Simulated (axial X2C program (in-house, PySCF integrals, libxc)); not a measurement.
# Outer orbitals of TiP⁺ at 2.030 Å, HF

Computed with an in-house relativistic program for diatomic molecules. Spin-free means the one-electron spin-free X2C Hamiltonian; two-component (2c) means X2C with spin–orbit coupling and atomic mean-field two-electron Coulomb and Gaunt terms, so the difference of the two also holds small scalar two-electron terms. Basis: Ti dyall-cv3z [10s10p6d4f2g], P dyall-v3z [8s7p2d1f] (cores contracted in-house); Gaussian nuclei, density fitting, unrestricted open shells. Masses: Ti 47.948 u, P 30.974 u.

The distance is close to the 2c PBE0 minimum; the highest filled and lowest empty levels are listed.

Spin-free orbitals, state M_S = 0, Λ = 0 (closed shell) (Löwdin shares):

```tsv
symmetry	occupied	ε (eV)	atomic character
σα	yes	-24.25	60% P s, 13% Ti p, 12% Ti d
π-α	yes	-14.24	57% Ti d, 33% P p, 5% Ti p
π+α	yes	-14.24	57% Ti d, 33% P p, 5% Ti p
σα	yes	-14.03	67% P p, 14% Ti d, 10% Ti s
σα	no	-5.38	63% Ti s, 24% Ti p, 8% Ti d
π-α	no	-4.50	47% Ti p, 29% Ti d, 20% P p
π+α	no	-4.50	47% Ti p, 29% Ti d, 20% P p
σα	no	-3.55	54% Ti d, 34% Ti p, 7% P p
```

One partner of each degenerate Kramers or spin pair is listed.

Spinors with spin–orbit coupling (state Ω = 0):

```
  ω  occupied  ε (eV)             atomic character     λ mixture
1/2       yes  -24.32  60% P s, 13% Ti p, 12% Ti d        100% σ
3/2       yes  -15.83    85% Ti d, 10% P p, 3% P d   98% π, 2% δ
1/2       yes  -14.02   56% P p, 28% Ti d, 9% Ti p        100% π
1/2       yes  -13.96   68% P p, 13% Ti d, 9% Ti s  100% σ, 0% π
1/2        no   -5.35  64% Ti s, 22% Ti p, 8% Ti d        100% σ
3/2        no   -4.89  48% Ti p, 38% P p, 10% Ti d   98% π, 2% δ
1/2        no   -3.63   64% Ti p, 33% Ti d, 3% P p   95% π, 5% σ
1/2        no   -3.38   51% Ti d, 39% Ti p, 6% P p   95% σ, 5% π
```

One partner of each degenerate Kramers or spin pair is listed.

Task: How does the gap between the highest filled and lowest empty level change from the spin-free to the 2c table?

Result: From 8.65 to 8.61 eV at HF, a change of -0.04 eV.

Mulliken charges and populations of the two-component result (they depend on the basis, above all on diffuse functions):

Ti 0.88 e (s 6.35 p 12.21 d 2.52 f 0.03), P 0.12 e (s 5.87 p 8.92 d 0.09 f 0.01).

One determinant describes the state; a PBE0 search over occupations chose it and may have missed a lower one.
